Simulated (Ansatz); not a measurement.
`CCCCCC(C)C` + `OBO` → `CCB(O)O` + `CCCC(C)C`  (formal exchange of groups at a C–C bond)

Program: Ansatz. Geometries: PBE0-D4/def2-TZVP. ΔE: electronic, gas phase. CBS: MP2 limit from def2 TZ/QZ plus the TZ coupled-cluster correction, frozen cores. This one scheme is used for every species. Functionals use def2-TZVPP. B3LYP here is the variant with VWN-RPA as its local correlation; programs differ in this. Each species was taken in one conformer, which may not be the lowest.

| level | ΔE (kJ/mol) | difference from CCSD(T)/CBS |
| --- | --- | --- |
| PBE-D4 | -39.4 | -3.6 |
| r2SCAN-D4 | -41.5 | -5.7 |
| PBE0-D4 | -39.5 | -3.7 |
| B3LYP-D4 | -38.0 | -2.2 |
| ωB97X-V | -37.0 | -1.2 |
| ωB97M-V | -38.8 | -3.0 |
| B2PLYP | -37.8 | -2.0 |
| PBE | -40.9 | -5.1 |
| r2SCAN | -42.6 | -6.8 |
| PBE0 | -41.0 | -5.2 |
| B3LYP | -39.9 | -4.1 |
| HF/def2-TZVPP | -36.1 | -0.3 |
| MP2/def2-TZVPP | -34.6 | 1.2 |
| SCS-MP2/def2-TZVPP | -33.2 | 2.6 |
| CCSD/def2-TZVPP | -36.4 | -0.6 |
| CCSD(T)/def2-TZVPP | -35.8 | 0.0 |
| HF/def2-QZVPP | -35.6 | 0.2 |
| MP2/def2-QZVPP | -34.4 | 1.4 |
| SCS-MP2/def2-QZVPP | -33.2 | 2.6 |
| HF/CBS(def2) | -35.5 | 0.3 |
| MP2/CBS(def2) | -34.5 | 1.3 |
| CCSD/CBS(def2) | -36.3 | -0.5 |
| CCSD(T)/CBS | -35.8 | 0 |

Largest T1 diagnostic among the species: 0.013.
